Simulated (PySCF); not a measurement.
ScF2, SMILES [F][Sc+][F], charge +1. The structure is a stationary point at PBE-D3(BJ)/def2-TZVP. The multiplicity is an assumed one; other spin states were not compared. The isomer is the one that the SMILES or the coordinates give; other isomers of the formula were not compared.

Computed equilibrium geometry at PBE-D3(BJ)/def2-TZVP (PySCF confirms it by a frequency run) as Cartesian coordinates in Å, and its point group:
point group C2v.
```xyz
3

Sc     0.0000     0.0000     0.4585
F      0.0000    -1.4638    -0.5349
F      0.0000     1.4638    -0.5349
```
Charge +1, spin multiplicity 1.
